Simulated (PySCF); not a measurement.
## Worked example: chemical shift, span and skew from a shielding tensor

CH₆BP, SMILES B(P)C. Atoms are numbered in the order given.

```xyz
9

B     -0.2437     0.0349    -0.7822
H     -0.6569    -0.6397    -1.6833
C     -0.1536     1.5803    -0.9491
H      0.5897     1.7863    -1.7313
H      0.1343     2.1378    -0.0564
H     -1.0926     1.9887    -1.3385
P      0.0825    -0.8495     0.8418
H      1.1978    -0.1530     1.3601
H      0.7296    -2.0337     0.4270
```
Charge 0, spin multiplicity 1.

Coordinates come from a PBE0-D3(BJ)/def2-TZVP optimisation. Other conformers were not sampled.

GIAO shieldings from KT2/pcSseg-1 run with PySCF, non-relativistic, no solvent. The symmetric part of the tensor of P7 has the principal values 407.2, 473.7, 593.6 ppm. The same nucleus in PH3 has σ = 597.6 ppm at this level (PySCF, at its B3LYP-D3(BJ)/def2-TZVP geometry).

Q: Work out the isotropic shielding, the ³¹P shift against PH3, the span and the skew.

A: 
σ(iso) = (σ11 + σ22 + σ33)/3 = 491.5 ppm. δ = σ(ref) − σ(iso) = 597.6 − (491.5) = 106.1 ppm.
Span Ω = σ33 − σ11 = 186.4 ppm. Skew κ = 3(σ(iso) − σ22)/Ω = 0.29. Tumbling in solution averages the tensor to δ; in a static solid the shielding alone would spread this spin-1/2 line over Ω.
